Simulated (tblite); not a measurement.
Record of a relaxation.

Species: C6H9GeNSi.
Atom-mapped SMILES: `[CH:1]#[C:2][C@@H:3]1[CH2:4][SiH2:5][CH2:6][Ge@H:7]1[C:8]#[N:9]` (hydrogens: H10 on C1; H11 on C3; H12, H13 on C4; H14, H15 on Si5; H16, H17 on C6; H18 on Ge7)

Computed with GFN2-xTB (tblite), gas phase: L-BFGS steps from a force-field or distance-geometry start until the largest atomic force falls under 0.01 eV/Å. 11 of its 62 geometries are shown.

Step 0: E = -649.1750 eV, largest atomic force 1.436 eV/Å
```
atom  x, y, z in Å  |  force x, y, z in eV/Å
C1      2.181    1.049   -2.445   -0.307  -0.163   0.480
C2      1.611    0.712   -1.442    0.244  -0.019   0.466
C3      0.948    0.286   -0.196    0.889   0.413  -1.049
C4      0.906   -1.228   -0.081    0.462  -0.752   0.181
Si5    -0.433   -1.694    1.165    0.303  -0.821   0.519
C6     -1.790   -0.465    0.809   -1.102   0.235   0.608
Ge7    -0.900    0.935   -0.196   -0.568   0.112  -0.840
C8     -1.014    2.598    0.714   -0.174   0.849   0.120
N9     -1.089    3.604    1.262    0.060  -0.393  -0.136
H10     2.656    1.352   -3.329   -0.008  -0.017  -0.035
H11     1.466    0.723    0.673    0.077  -0.108  -0.237
H12     0.640   -1.707   -1.044    0.421   0.346   0.340
H13     1.884   -1.623    0.279   -0.490   0.202  -0.612
H14     0.080   -1.483    2.518    0.030  -0.003   0.133
H15    -0.896   -3.066    0.966    0.008  -0.062  -0.002
H16    -2.581   -0.929    0.204    0.058   0.265   0.422
H17    -2.204   -0.065    1.762   -0.028  -0.382  -0.742
H18    -1.473    1.009   -1.630    0.126   0.298   0.384
```

Step 6: E = -649.3667 eV, largest atomic force 0.635 eV/Å
```
atom  x, y, z in Å  |  force x, y, z in eV/Å
C1      2.176    1.047   -2.445   -0.257  -0.199   0.545
C2      1.670    0.709   -1.409    0.144   0.000  -0.403
C3      0.969    0.280   -0.227    0.001   0.182   0.025
C4      0.911   -1.238   -0.063    0.202  -0.249  -0.073
Si5    -0.426   -1.731    1.202    0.065  -0.074  -0.006
C6     -1.807   -0.478    0.827   -0.338   0.060   0.161
Ge7    -0.929    0.937   -0.230    0.101   0.089   0.148
C8     -1.040    2.641    0.674   -0.025  -0.419  -0.343
N9     -1.083    3.609    1.278   -0.015   0.352   0.191
H10     2.649    1.347   -3.323    0.156   0.089  -0.241
H11     1.479    0.714    0.637    0.020   0.069   0.172
H12     0.689   -1.685   -1.033   -0.105  -0.038  -0.073
H13     1.894   -1.627    0.216    0.005   0.055   0.007
H14     0.089   -1.487    2.556   -0.031  -0.076   0.004
H15    -0.900   -3.101    0.966    0.067   0.052   0.061
H16    -2.617   -0.916    0.246    0.038  -0.040   0.053
H17    -2.254   -0.082    1.742    0.065  -0.050  -0.126
H18    -1.479    1.068   -1.624   -0.094   0.197  -0.103
```

Step 12: E = -649.3890 eV, largest atomic force 0.109 eV/Å
```
atom  x, y, z in Å  |  force x, y, z in eV/Å
C1      2.181    1.042   -2.444    0.007  -0.029   0.041
C2      1.677    0.692   -1.414   -0.005   0.043   0.024
C3      0.980    0.281   -0.220   -0.061   0.008  -0.038
C4      0.924   -1.248   -0.071   -0.011   0.020   0.030
Si5    -0.420   -1.732    1.201   -0.002   0.016  -0.008
C6     -1.824   -0.483    0.836    0.012   0.011  -0.014
Ge7    -0.931    0.937   -0.228    0.013  -0.011  -0.012
C8     -1.052    2.647    0.650    0.022  -0.107   0.002
N9     -1.084    3.610    1.269   -0.024   0.091  -0.020
H10     2.657    1.347   -3.327    0.015  -0.020   0.002
H11     1.481    0.721    0.654   -0.033  -0.045  -0.064
H12     0.681   -1.688   -1.043    0.008   0.031   0.055
H13     1.913   -1.625    0.203   -0.047  -0.014  -0.026
H14     0.084   -1.508    2.563   -0.011  -0.031  -0.018
H15    -0.885   -3.103    0.981    0.037   0.008   0.019
H16    -2.630   -0.930    0.258    0.035  -0.025   0.014
H17    -2.268   -0.082    1.746    0.052  -0.017  -0.028
H18    -1.495    1.129   -1.626   -0.007   0.070   0.042
```

Step 18: E = -649.3968 eV, largest atomic force 0.094 eV/Å
```
atom  x, y, z in Å  |  force x, y, z in eV/Å
C1      2.193    1.031   -2.439    0.037   0.021  -0.064
C2      1.676    0.697   -1.411   -0.041  -0.018   0.016
C3      0.968    0.283   -0.226    0.056  -0.036   0.008
C4      0.922   -1.246   -0.070   -0.025   0.018  -0.032
Si5    -0.416   -1.730    1.202    0.022  -0.011   0.010
C6     -1.821   -0.487    0.831    0.041  -0.036  -0.005
Ge7    -0.935    0.937   -0.229   -0.042  -0.021  -0.050
C8     -1.049    2.636    0.658    0.004   0.070   0.062
N9     -1.094    3.623    1.237   -0.009   0.016  -0.019
H10     2.669    1.336   -3.323    0.018  -0.026   0.031
H11     1.470    0.715    0.648   -0.015   0.035   0.029
H12     0.673   -1.685   -1.038   -0.027  -0.024  -0.032
H13     1.910   -1.627    0.192   -0.014   0.026   0.013
H14     0.079   -1.529    2.567    0.018   0.022   0.032
H15    -0.864   -3.107    0.994   -0.010  -0.048  -0.019
H16    -2.627   -0.949    0.267   -0.006   0.000  -0.027
H17    -2.256   -0.085    1.742   -0.006   0.015   0.023
H18    -1.508    1.192   -1.613   -0.002  -0.001   0.026
```

Step 24: E = -649.3994 eV, largest atomic force 0.076 eV/Å
```
atom  x, y, z in Å  |  force x, y, z in eV/Å
C1      2.200    1.027   -2.438    0.004  -0.009   0.007
C2      1.673    0.696   -1.414    0.015  -0.002  -0.006
C3      0.966    0.282   -0.229   -0.023   0.016  -0.003
C4      0.916   -1.244   -0.075    0.002  -0.015   0.003
Si5    -0.411   -1.738    1.205   -0.019  -0.006   0.009
C6     -1.816   -0.495    0.831   -0.004   0.019  -0.005
Ge7    -0.938    0.938   -0.228   -0.026   0.054   0.046
C8     -1.048    2.640    0.669   -0.006  -0.007  -0.018
N9     -1.101    3.640    1.225    0.000  -0.009  -0.002
H10     2.684    1.325   -3.319    0.022  -0.010   0.001
H11     1.459    0.719    0.648    0.007   0.000  -0.008
H12     0.664   -1.687   -1.042   -0.007   0.002  -0.011
H13     1.905   -1.623    0.188    0.024  -0.007  -0.009
H14     0.083   -1.530    2.572    0.010   0.006  -0.011
H15    -0.856   -3.117    0.994    0.010   0.004  -0.003
H16    -2.622   -0.954    0.265    0.009  -0.001   0.001
H17    -2.251   -0.087    1.740   -0.007  -0.022   0.001
H18    -1.517    1.213   -1.605   -0.011  -0.013   0.008
```

Step 30: E = -649.4010 eV, largest atomic force 0.060 eV/Å
```
atom  x, y, z in Å  |  force x, y, z in eV/Å
C1      2.211    1.018   -2.436    0.005  -0.021   0.024
C2      1.671    0.691   -1.417   -0.003   0.028  -0.006
C3      0.957    0.284   -0.233    0.004   0.013  -0.002
C4      0.912   -1.244   -0.080   -0.006   0.012  -0.012
Si5    -0.409   -1.740    1.204    0.019   0.002  -0.001
C6     -1.814   -0.496    0.834   -0.017  -0.024   0.024
Ge7    -0.947    0.949   -0.216    0.050  -0.034  -0.001
C8     -1.055    2.653    0.672    0.004  -0.014   0.000
N9     -1.105    3.657    1.221   -0.004   0.019   0.011
H10     2.712    1.307   -3.311    0.007  -0.008   0.000
H11     1.454    0.721    0.643    0.013  -0.007  -0.004
H12     0.653   -1.686   -1.045    0.010   0.007  -0.005
H13     1.906   -1.619    0.175   -0.028   0.006  -0.013
H14     0.093   -1.525    2.566    0.003  -0.002   0.002
H15    -0.845   -3.123    0.992    0.000   0.025   0.007
H16    -2.613   -0.958    0.260   -0.012   0.010  -0.003
H17    -2.256   -0.103    1.746   -0.017  -0.008   0.002
H18    -1.533    1.219   -1.587   -0.028  -0.004  -0.023
```

Step 37: E = -649.4025 eV, largest atomic force 0.036 eV/Å
```
atom  x, y, z in Å  |  force x, y, z in eV/Å
C1      2.231    1.003   -2.432    0.006   0.003   0.001
C2      1.668    0.698   -1.419    0.006  -0.002   0.006
C3      0.953    0.291   -0.236   -0.001  -0.002   0.004
C4      0.907   -1.238   -0.089    0.005   0.004  -0.005
Si5    -0.404   -1.737    1.204    0.000   0.010  -0.009
C6     -1.817   -0.501    0.841   -0.007   0.020  -0.010
Ge7    -0.952    0.952   -0.204   -0.001  -0.027  -0.024
C8     -1.058    2.660    0.677   -0.005   0.001   0.007
N9     -1.111    3.669    1.217    0.001  -0.001   0.005
H10     2.742    1.285   -3.303    0.004  -0.005  -0.005
H11     1.456    0.721    0.639   -0.006   0.005   0.003
H12     0.645   -1.678   -1.055   -0.012   0.016  -0.005
H13     1.900   -1.615    0.159    0.002   0.001  -0.004
H14     0.105   -1.521    2.563    0.008   0.004   0.008
H15    -0.837   -3.119    0.994   -0.008  -0.015   0.004
H16    -2.610   -0.958    0.254    0.001  -0.013   0.003
H17    -2.270   -0.121    1.753    0.002   0.008   0.003
H18    -1.557    1.217   -1.573    0.004  -0.006   0.018
```

Step 43: E = -649.4029 eV, largest atomic force 0.024 eV/Å
```
atom  x, y, z in Å  |  force x, y, z in eV/Å
C1      2.240    0.999   -2.430    0.001  -0.001  -0.004
C2      1.672    0.700   -1.418   -0.002  -0.001   0.008
C3      0.953    0.294   -0.237    0.002  -0.002   0.007
C4      0.905   -1.235   -0.093   -0.006   0.001   0.001
Si5    -0.403   -1.735    1.203    0.004   0.002   0.000
C6     -1.819   -0.501    0.842    0.013  -0.009   0.001
Ge7    -0.952    0.950   -0.203   -0.022   0.010  -0.002
C8     -1.061    2.658    0.680    0.000   0.003   0.000
N9     -1.113    3.668    1.217    0.000  -0.013   0.002
H10     2.752    1.275   -3.303    0.002  -0.002   0.007
H11     1.454    0.723    0.641    0.003   0.006   0.006
H12     0.637   -1.667   -1.061   -0.004  -0.007   0.003
H13     1.899   -1.614    0.150   -0.004  -0.004  -0.010
H14     0.112   -1.518    2.561   -0.001   0.002  -0.011
H15    -0.837   -3.119    0.998    0.003   0.009   0.004
H16    -2.610   -0.963    0.256    0.003   0.004   0.004
H17    -2.273   -0.121    1.753    0.007   0.002  -0.003
H18    -1.565    1.214   -1.567    0.001   0.001  -0.012
```

Step 49: E = -649.4033 eV, largest atomic force 0.021 eV/Å
```
atom  x, y, z in Å  |  force x, y, z in eV/Å
C1      2.245    0.995   -2.426    0.002  -0.003   0.001
C2      1.675    0.702   -1.414   -0.008   0.006  -0.007
C3      0.952    0.297   -0.235    0.000  -0.003  -0.009
C4      0.902   -1.232   -0.097    0.001  -0.003  -0.001
Si5    -0.400   -1.734    1.202   -0.003  -0.001   0.010
C6     -1.817   -0.502    0.842   -0.003   0.000   0.000
Ge7    -0.957    0.949   -0.206    0.014   0.013   0.002
C8     -1.064    2.655    0.681   -0.003  -0.002  -0.006
N9     -1.113    3.664    1.222   -0.002  -0.007   0.005
H10     2.761    1.266   -3.298    0.003   0.002   0.005
H11     1.450    0.728    0.644   -0.013  -0.016   0.000
H12     0.627   -1.662   -1.064   -0.004   0.006  -0.004
H13     1.896   -1.615    0.137    0.005   0.002   0.001
H14     0.118   -1.513    2.557    0.006   0.004   0.009
H15    -0.836   -3.117    1.003    0.004  -0.001  -0.001
H16    -2.608   -0.967    0.259   -0.007   0.001  -0.002
H17    -2.270   -0.120    1.752    0.004  -0.001   0.005
H18    -1.570    1.212   -1.570    0.004   0.002  -0.007
```

Step 55: E = -649.4035 eV, largest atomic force 0.011 eV/Å
```
atom  x, y, z in Å  |  force x, y, z in eV/Å
C1      2.250    0.992   -2.423    0.001   0.002   0.003
C2      1.674    0.705   -1.412    0.006  -0.006   0.000
C3      0.949    0.298   -0.236   -0.007   0.005  -0.003
C4      0.899   -1.231   -0.101   -0.001   0.001  -0.006
Si5    -0.398   -1.732    1.205    0.002   0.001  -0.004
C6     -1.816   -0.502    0.841   -0.005   0.005   0.003
Ge7    -0.959    0.950   -0.210    0.001  -0.011   0.001
C8     -1.067    2.654    0.679    0.001  -0.004   0.000
N9     -1.115    3.658    1.229   -0.004   0.005   0.004
H10     2.771    1.260   -3.293    0.003   0.004   0.000
H11     1.443    0.725    0.646    0.002  -0.001  -0.004
H12     0.618   -1.657   -1.068    0.000  -0.009  -0.002
H13     1.895   -1.615    0.127   -0.004   0.001  -0.001
H14     0.125   -1.507    2.558   -0.001   0.003   0.000
H15    -0.833   -3.116    1.008    0.004  -0.002   0.003
H16    -2.609   -0.968    0.261    0.000   0.001   0.004
H17    -2.266   -0.118    1.753   -0.004   0.004   0.000
H18    -1.571    1.212   -1.575    0.005   0.000   0.002
```

Step 61: E = -649.4036 eV, largest atomic force 0.010 eV/Å
```
atom  x, y, z in Å  |  force x, y, z in eV/Å
C1      2.255    0.991   -2.421    0.003   0.003  -0.002
C2      1.676    0.704   -1.412   -0.005   0.003  -0.005
C3      0.947    0.298   -0.239    0.005  -0.008   0.002
C4      0.896   -1.231   -0.105    0.000  -0.006   0.005
Si5    -0.397   -1.730    1.205   -0.003   0.000   0.000
C6     -1.817   -0.501    0.843    0.002   0.001  -0.001
Ge7    -0.960    0.949   -0.211   -0.002   0.000  -0.004
C8     -1.069    2.652    0.680   -0.002   0.001   0.004
N9     -1.119    3.654    1.233   -0.002   0.001  -0.001
H10     2.777    1.260   -3.290    0.006   0.005  -0.002
H11     1.440    0.722    0.645    0.005   0.001  -0.001
H12     0.613   -1.659   -1.071    0.000   0.002   0.003
H13     1.893   -1.615    0.121    0.000  -0.007  -0.001
H14     0.129   -1.502    2.557    0.000   0.004  -0.004
H15    -0.829   -3.116    1.012   -0.001   0.000   0.003
H16    -2.610   -0.968    0.265   -0.001   0.000   0.003
H17    -2.266   -0.115    1.754    0.000   0.000  -0.001
H18    -1.569    1.211   -1.577   -0.004   0.000  -0.001
```

Task: Summarise the path.

Result: The energy falls by 5.27 kcal/mol from step 0 to step 61; nine tenths of that is first reached at step 9. It rises by more than 0.2 meV at step 2. The largest force goes from 1.436 to 0.010 eV/Å. Among the bonds C3–Ge7 changes most, from 1.958 to 2.015 Å; the atoms move by 0.098 Å rms after alignment.

Task: Follow the three bonds and two angles with the largest change from start to end.

Result: 
| step | E above end (kcal/mol) | largest force (eV/Å) | C3–Ge7 (Å) | Si5–C6 (Å) | C6–Ge7 (Å) | C8–Ge7–H18 (°) | C6–Ge7–H18 (°) |
| --- | --- | --- | --- | --- | --- | --- | --- |
| 0 | 5.27 | 1.436 | 1.958 | 1.865 | 1.940 | 112.4 | 110.2 |
| 3 | 2.10 | 0.510 | 1.997 | 1.902 | 1.962 | 112.3 | 111.6 |
| 5 | 1.36 | 2.076 | 2.007 | 1.898 | 1.967 | 110.4 | 113.0 |
| 8 | 0.58 | 0.174 | 2.005 | 1.910 | 1.978 | 109.0 | 113.2 |
| 11 | 0.37 | 0.115 | 2.017 | 1.915 | 1.986 | 106.9 | 114.3 |
| 13 | 0.30 | 0.142 | 2.022 | 1.913 | 1.986 | 106.1 | 114.9 |
| 16 | 0.20 | 0.078 | 2.015 | 1.911 | 1.984 | 104.8 | 115.7 |
| 19 | 0.14 | 0.084 | 2.014 | 1.913 | 1.985 | 104.4 | 116.2 |
| 21 | 0.11 | 0.033 | 2.016 | 1.913 | 1.985 | 104.2 | 116.5 |
| 24 | 0.10 | 0.076 | 2.014 | 1.912 | 1.987 | 103.9 | 116.5 |
| 27 | 0.08 | 0.045 | 2.013 | 1.912 | 1.987 | 103.7 | 116.2 |
| 29 | 0.07 | 0.051 | 2.016 | 1.912 | 1.986 | 103.8 | 116.1 |
| 32 | 0.04 | 0.056 | 2.017 | 1.913 | 1.985 | 103.6 | 115.8 |
| 34 | 0.03 | 0.029 | 2.015 | 1.913 | 1.987 | 103.6 | 115.4 |
| 37 | 0.02 | 0.036 | 2.017 | 1.912 | 1.988 | 103.6 | 115.3 |
| 40 | 0.02 | 0.023 | 2.017 | 1.912 | 1.986 | 103.6 | 115.3 |
| 42 | 0.02 | 0.022 | 2.015 | 1.913 | 1.986 | 103.6 | 115.1 |
| 45 | 0.01 | 0.028 | 2.016 | 1.912 | 1.987 | 103.7 | 115.0 |
| 48 | 0.01 | 0.020 | 2.017 | 1.911 | 1.986 | 103.7 | 115.2 |
| 50 | 0.01 | 0.021 | 2.016 | 1.912 | 1.986 | 103.8 | 115.2 |
| 53 | 0.00 | 0.013 | 2.016 | 1.912 | 1.987 | 103.9 | 115.2 |
| 56 | 0.00 | 0.013 | 2.016 | 1.912 | 1.987 | 103.9 | 115.3 |
| 58 | 0.00 | 0.018 | 2.015 | 1.912 | 1.986 | 103.9 | 115.4 |
| 61 | 0.00 | 0.010 | 2.015 | 1.912 | 1.987 | 104.0 | 115.5 |

The cost below is that of the whole relaxation. Time: 0.6 s wall. Hardware: Arm Neoverse V1, one thread, on a shared host.
